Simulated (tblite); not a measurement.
Species: C₆H₁₂N₂.
Atom-mapped SMILES: `[CH3:1][CH2:2][N:3]1[CH2:4][C@H:5]([CH3:6])[CH:7]=[N:8]1` (hydrogens: H9, H10, H11 on C1; H12, H13 on C2; H14, H15 on C4; H16 on C5; H17, H18, H19 on C6; H20 on C7)

Computed with GFN2-xTB (tblite), gas phase: L-BFGS steps from a force-field or distance-geometry start until the largest atomic force falls under 0.01 eV/Å.

Step 4: E = -673.9763 eV
```
atom  x, y, z in Å  |  force x, y, z in eV/Å
C1     -2.5753   -0.3789    0.3719    0.207   0.038  -0.127
C2     -1.9324    0.1199   -0.9373   -0.289   0.089  -0.112
N3     -0.5055    0.1096   -1.0420   -0.140   0.239   0.044
C4      0.3433    0.8793   -0.1228   -0.007   0.408  -0.181
C5      1.2672   -0.1861    0.4071   -0.319  -0.287  -0.314
C6      2.5386    0.2611    1.0883   -0.319  -0.105  -0.274
C7      1.3411   -0.9683   -0.9042   -0.076  -0.196   0.173
N8      0.2666   -0.8686   -1.5958   -0.031  -0.007   0.530
H9     -2.3618    0.3032    1.1847    0.081   0.082   0.165
H10    -3.6544   -0.4205    0.2422    0.049  -0.001  -0.030
H11    -2.2216   -1.3632    0.6434    0.096  -0.225  -0.006
H12    -2.3559   -0.4531   -1.7575    0.175  -0.181  -0.225
H13    -2.2647    1.1572   -1.0599    0.071   0.109  -0.126
H14    -0.1668    1.4670    0.6302   -0.348  -0.107  -0.005
H15     0.9126    1.5496   -0.7830    0.101   0.317   0.131
H16     0.6547   -0.7910    1.0854    0.128  -0.275   0.270
H17     3.3214    0.3651    0.3607    0.443   0.101  -0.223
H18     2.3518    1.2203    1.5421    0.140   0.251   0.339
H19     2.8265   -0.4659    1.8333    0.190  -0.017   0.160
H20     2.2094   -1.5262   -1.1900   -0.154  -0.232  -0.191
```

Step 5: E = -674.0184 eV
```
atom  x, y, z in Å  |  force x, y, z in eV/Å
C1     -2.5703   -0.3777    0.3673    0.050  -0.052   0.077
C2     -1.9342    0.1210   -0.9382   -0.148   0.116  -0.189
N3     -0.5070    0.1235   -1.0565   -0.047   0.106   0.161
C4      0.3418    0.8865   -0.1243   -0.114   0.104  -0.060
C5      1.2649   -0.1890    0.4016   -0.268  -0.030  -0.073
C6      2.5342    0.2589    1.0882    0.005   0.018  -0.130
C7      1.3299   -0.9740   -0.8996    0.012  -0.231   0.181
N8      0.2509   -0.8846   -1.5784   -0.144   0.148   0.259
H9     -2.3584    0.3006    1.1879    0.075   0.047   0.069
H10    -3.6550   -0.4211    0.2440    0.192   0.007  -0.032
H11    -2.2180   -1.3655    0.6429    0.070  -0.124  -0.065
H12    -2.3421   -0.4539   -1.7629    0.083  -0.214  -0.230
H13    -2.2584    1.1567   -1.0696   -0.033   0.169  -0.096
H14    -0.1781    1.4677    0.6265   -0.326  -0.123   0.034
H15     0.9079    1.5587   -0.7701    0.239   0.435  -0.021
H16     0.6681   -0.7990    1.0873    0.020  -0.244   0.268
H17     3.3246    0.3698    0.3602    0.285   0.056  -0.106
H18     2.3604    1.2288    1.5476    0.108  -0.055   0.205
H19     2.8386   -0.4704    1.8400    0.029   0.196  -0.090
H20     2.1950   -1.5263   -1.1970   -0.089  -0.328  -0.164
```

Step 6: E = -674.0531 eV
```
atom  x, y, z in Å  |  force x, y, z in eV/Å
C1     -2.5651   -0.3777    0.3655   -0.028  -0.072   0.128
C2     -1.9383    0.1237   -0.9427    0.008   0.094  -0.171
N3     -0.5091    0.1358   -1.0641   -0.003  -0.015   0.190
C4      0.3383    0.8942   -0.1265   -0.097  -0.055   0.027
C5      1.2587   -0.1918    0.3974   -0.071   0.174   0.212
C6      2.5315    0.2587    1.0841    0.221   0.094   0.029
C7      1.3216   -0.9829   -0.8925   -0.106  -0.189   0.073
N8      0.2358   -0.8937   -1.5608   -0.096   0.158   0.027
H9     -2.3543    0.2994    1.1914    0.073  -0.004  -0.023
H10    -3.6518   -0.4215    0.2446    0.235   0.004  -0.018
H11    -2.2139   -1.3696    0.6411    0.056  -0.018  -0.110
H12    -2.3300   -0.4586   -1.7715    0.029  -0.173  -0.164
H13    -2.2545    1.1599   -1.0789   -0.127   0.163  -0.082
H14    -0.1931    1.4657    0.6243   -0.270  -0.119   0.044
H15     0.9091    1.5743   -0.7607    0.211   0.376  -0.011
H16     0.6786   -0.8097    1.0939   -0.027  -0.132   0.195
H17     3.3318    0.3744    0.3586    0.102   0.022  -0.013
H18     2.3691    1.2334    1.5557    0.071  -0.267   0.057
H19     2.8483   -0.4703    1.8436   -0.090   0.319  -0.289
H20     2.1822   -1.5331   -1.2055   -0.092  -0.361  -0.100
```

Step 7: E = -674.0836 eV
```
atom  x, y, z in Å  |  force x, y, z in eV/Å
C1     -2.5596   -0.3785    0.3653   -0.022  -0.039   0.057
C2     -1.9424    0.1277   -0.9497    0.098   0.059  -0.099
N3     -0.5118    0.1469   -1.0675    0.060  -0.111   0.160
C4      0.3339    0.9022   -0.1285   -0.021  -0.109   0.123
C5      1.2523   -0.1918    0.3981    0.107   0.229   0.319
C6      2.5324    0.2605    1.0792    0.302   0.143   0.086
C7      1.3114   -0.9947   -0.8848   -0.128  -0.103   0.035
N8      0.2208   -0.8995   -1.5437   -0.062   0.121  -0.188
H9     -2.3491    0.2982    1.1944    0.078  -0.048  -0.095
H10    -3.6450   -0.4218    0.2448    0.181  -0.005   0.000
H11    -2.2089   -1.3740    0.6373    0.054   0.067  -0.139
H12    -2.3180   -0.4662   -1.7824    0.006  -0.075  -0.044
H13    -2.2535    1.1660   -1.0893   -0.192   0.083  -0.072
H14    -0.2124    1.4612    0.6229   -0.184  -0.108   0.025
H15     0.9136    1.5953   -0.7511    0.080   0.204   0.085
H16     0.6881   -0.8219    1.1037   -0.033   0.040   0.099
H17     3.3406    0.3791    0.3567   -0.050   0.005   0.034
H18     2.3785    1.2332    1.5648    0.033  -0.318  -0.048
H19     2.8558   -0.4647    1.8419   -0.127   0.289  -0.344
H20     2.1681   -1.5466   -1.2152   -0.179  -0.323   0.005
```

Problem. Estimate the geometry and energy of step 8. (The exact step hangs on the optimiser's Hessian estimate; all steps are aligned on step 7, rigid shifts and turns removed.)

Solution. E = -674.1073 eV, largest force 0.389 eV/Å
```
atom  x, y, z in Å  |  force x, y, z in eV/Å
C1     -2.5544   -0.3794    0.3649    0.028   0.016  -0.061
C2     -1.9449    0.1320   -0.9571    0.128   0.027  -0.023
N3     -0.5130    0.1543   -1.0674    0.073  -0.124   0.106
C4      0.3305    0.9084   -0.1282    0.053  -0.105   0.183
C5      1.2490   -0.1890    0.4035    0.191   0.146   0.225
C6      2.5373    0.2644    1.0754    0.207   0.118   0.025
C7      1.3008   -1.0061   -0.8774   -0.124  -0.006   0.012
N8      0.2077   -0.9024   -1.5325    0.046   0.078  -0.239
H9     -2.3431    0.2965    1.1954    0.086  -0.066  -0.125
H10    -3.6368   -0.4223    0.2449    0.077  -0.015   0.009
H11    -2.2035   -1.3768    0.6316    0.065   0.103  -0.148
H12    -2.3076   -0.4736   -1.7921    0.002   0.026   0.069
H13    -2.2561    1.1723   -1.0993   -0.210  -0.024  -0.063
H14    -0.2321    1.4554    0.6221   -0.102  -0.090   0.010
H15     0.9181    1.6158   -0.7407   -0.066   0.017   0.188
H16     0.6957   -0.8310    1.1138   -0.013   0.200   0.032
H17     3.3477    0.3832    0.3552   -0.099   0.014   0.008
H18     2.3869    1.2284    1.5721    0.002  -0.192  -0.069
H19     2.8603   -0.4558    1.8353   -0.074   0.134  -0.251
H20     2.1523   -1.5637   -1.2229   -0.269  -0.257   0.112
```

The energy changes by -0.0237 eV. The first-order estimate −F·Δx gives -0.0334 eV and the mean of the old and new forces, exact on a quadratic surface, -0.0237 eV. The step makes an angle of 59° with the force vector and moves no atom by more than 0.025 Å.

The cost below is that of the whole relaxation. Hardware: one thread of an Arm Neoverse V1, on a shared host. Cost: 0.73 s.
